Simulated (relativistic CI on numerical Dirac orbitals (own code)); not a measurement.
Computed by Dirac-Coulomb-Breit CI, orbitals from a KLI potential per configuration, QED by a radiative potential, unscaled Slater integrals (own radial code, finite nucleus).

Configuration list (outside the closed core [Ar] 3d10): 4s2.4p6.4d10, 4s2.4p6.4d9.4f, 4s2.4p5.4d10.4f, 4s2.4p6.4d9.5s, 4s.4p6.4d10.4f, 4s2.4p6.4d9.5p, 4s2.4p6.4d9.5d, 4s2.4p5.4d10.5s, 4s2.4p6.4d9.5f, 4s2.4p6.4d9.6s, 4s2.4p5.4d10.5p, 4s2.4p6.4d9.6p, 4s2.4p6.4d9.5g, 4s2.4p6.4d9.6d, 4s2.4p5.4d10.5d, 4s.4p6.4d10.5s, 4s2.4p6.4d9.6f, 4s2.4p6.4d9.7s, 4s2.4p6.4d9.7p, 4p6.4d10.4f2, 4p6.4d9.4f3, 4p5.4d10.4f3, 4p6.4d9.4f2.5s, 4p6.4d9.4f2.5p, 4p6.4d9.4f2.5d. Double excitations out of closed p, d and f shells are left out; levels of such configurations are missing from the list, as are those of other unlisted configurations, and high levels can miss mixing partners. These lack a partner that the ground configuration has and come out too high: 4s2.4p5.4d10.5s, 4s2.4p6.4d9.5f, 4s2.4p6.4d9.6s, 4s2.4p5.4d10.5p, 4s2.4p6.4d9.6p.

At this charge energies of transitions that change n are usually good to better than 1 %, and those within a shell (Δn = 0) to a few per cent.

Outline of the computed level scheme of Dy XXI. Lowest level of each configuration: 4s2.4p6.4d10 1S_0 at 0.000 eV; 4s2.4p6.4d9.4f 3P°_0 at 149.362 eV; 4s2.4p6.4d9.5s 3D_3 at 211.375 eV; 4s2.4p6.4d9.5p 3P°_2 at 243.247 eV; 4s2.4p5.4d10.4f 3D_1 at 301.911 eV; 4s2.4p6.4d9.5d 3S_1 at 306.518 eV.

Some strong electric-dipole decays among the lowest 45 levels: 4s2.4p6.4d9.4f 1P°_1 → 4s2.4p6.4d10 1S_0 (5.1e+12 s⁻¹); 4s2.4p6.4d9.5p 1P°_1 → 4s2.4p6.4d10 1S_0 (6.0e+11 s⁻¹); 4s2.4p5.4d10.4f 3G_4 → 4s2.4p6.4d9.4f 3H°_5 (5.8e+11 s⁻¹); 4s2.4p5.4d10.4f 3G_5 → 4s2.4p6.4d9.4f 3H°_6 (5.6e+11 s⁻¹); 4s2.4p5.4d10.4f 1F_3 → 4s2.4p6.4d9.4f 3G°_4 (2.7e+11 s⁻¹); 4s2.4p6.4d9.5p 3D°_1 → 4s2.4p6.4d10 1S_0 (2.2e+11 s⁻¹); 4s2.4p5.4d10.4f 3D_3 → 4s2.4p6.4d9.4f 3G°_4 (2.1e+11 s⁻¹); 4s2.4p5.4d10.4f 3D_1 → 4s2.4p6.4d9.4f 3P°_1 (1.7e+11 s⁻¹).

LS names give the leading component of a level, which can be under half, so a name can repeat, a term be missing and a line seem to break the LS rules.
